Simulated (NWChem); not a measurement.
Species: C₃H₃NS₂; SMILES Sc1cncs1

```xyz
9

S      0.1376     2.0967     0.4060
C     -0.0669     0.3732     0.1540
C     -1.2445    -0.3020    -0.0634
N     -1.1537    -1.6565    -0.1383
C      0.0758    -2.0441     0.0192
S      1.2203    -0.7811     0.2901
H      0.7245     2.3800    -0.7807
H     -2.2105     0.1946    -0.1742
H      0.3965    -3.0887    -0.0184
```
Atoms are numbered in this order, from 1.

Level: PBE0/def2-SVP (NWChem), optimised geometry, unscaled harmonic frequencies. 

| frequency (cm⁻¹) | IR intensity (km/mol) |
|---|---|
| 150 | 20.7 |
| 214 | 2.0 |
| 248 | 0.4 |
| 443 | 1.0 |
| 496 | 2.1 |
| 633 | 13.5 |
| 668 | 1.2 |
| 761 | 1.3 |
| 819 | 23.8 |
| 882 | 40.0 |
| 901 | 10.7 |
| 954 | 10.9 |
| 1059 | 12.3 |
| 1169 | 12.2 |
| 1239 | 8.4 |
| 1354 | 10.4 |
| 1487 | 25.7 |
| 1568 | 25.5 |
| 2678 | 4.9 |
| 3237 | 0.1 |
| 3245 | 1.2 |

| Quantity | Value |
|---|---|
| zero-point energy | 34.6 kcal/mol |
| thermal correction to the enthalpy at 298.15 K (with zero-point energy) | 38.7 kcal/mol |
| heat capacity Cv | 19.7 cal/(mol K) |
| entropy at 298.15 K and 1 atm (symmetry number 1) | 77.4 cal/(mol K) |
| dipole moment | 1.58 D |

Rigid rotor and harmonic oscillator.
